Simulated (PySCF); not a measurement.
**Löwdin shares of the frontier orbitals**

Species: C4H6Al2Cl2O.
Cartesian coordinates in Å at the PBE0-D3(BJ)/def2-SVP level; atoms count from 1:
```xyz
15
C4H6Al2Cl2O angstrom
C     -2.5584   -0.6242    0.4750
C     -2.8604   -0.1124   -0.7534
O     -1.8135    0.5557   -1.2587
C     -0.7831    0.4955   -0.3552
Al     0.8911    1.3747   -0.7623
Cl     2.1492    1.0120    1.1346
Al     3.1834   -0.7821    0.0758
Cl     2.2820   -0.0887   -1.9333
C     -1.2126   -0.2315    0.7317
H     -3.2171   -1.2066    1.1155
H     -3.7567   -0.1424   -1.3688
H      1.1445    2.8084   -1.3558
H      4.7356   -0.5070    0.0547
H      2.4361   -2.0876    0.5485
H     -0.6225   -0.4554    1.6190
```

Computed with PySCF, TDDFT B3LYP/def2-SVPD, vertical, gas phase, core orbitals frozen in the response.

Kohn–Sham orbitals with the atoms that hold most of them (Löwdin shares over 4%, at most four atoms; ? is withheld):

```tsv
orbital	ε (eV)	atoms
LUMO+2	-0.23	Al7 30%, Cl6 17%, Cl8 16%, Al5 14%
LUMO+1	-0.54	Al7 14%, C4 12%, Al5 12%, C2 10%
LUMO	?	Al5 19%, Al7 18%, Cl8 13%, Cl6 11%
HOMO	-6.60	?
HOMO-1	-7.93	?
HOMO-2	-8.31	Al7 24%, H14 20%, H13 17%, Cl8 10%
HOMO-3	-8.74	H12 22%, Al5 21%, C4 14%, Al7 11%
```

Task: Give the leading atoms of the HOMO.

Result: C4 (bonded to Al, C and O) 29%; C2 (bonded to C, O and H) 26%; C1 (bonded to 2 C and H) 14%; C9 (bonded to 2 C and H) 14%.

Task: Which atoms hold the HOMO-1, and with what shares?

Result: C9 (bonded to 2 C and H) 28%; C1 (bonded to 2 C and H) 27%; O3 (bonded to 2 C) 24%; C4 (bonded to Al, C and O) 8%. By element: carbon 62% or more, oxygen 24%.

Task: What is the LUMO energy, and the HOMO–LUMO gap?

Result: ε(LUMO) = -1.20 eV; the gap is 5.40 eV (0.1985 hartree).

Task: The HOMO–LUMO gap is 5.40 eV. Where does the response calculation put the lowest singlet, and from which orbitals?

Result: S1 is at 4.82 eV (f = 0.093), 0.58 eV below the gap, made of HOMO→LUMO (94%). 

Task: One configuration dominates each of S1 and S2. Which, and how do the shares of the two leading atoms of either orbital change from the occupied to the empty one?

Result: 
- S1 (4.82 eV, f 0.093), HOMO→LUMO (94%): C4 29% → at most 11%, C2 26% → at most 11%, Al5 at most 15% → 19%, Al7 at most 15% → 18%
- S2 (5.58 eV, f 0.174), HOMO→LUMO+1 (75%): C4 29% → 12%, C2 26% → 10%, Al7 at most 15% → 14%

Löwdin shares depend on the basis, the more so with diffuse functions.

One conformer stands for the species.
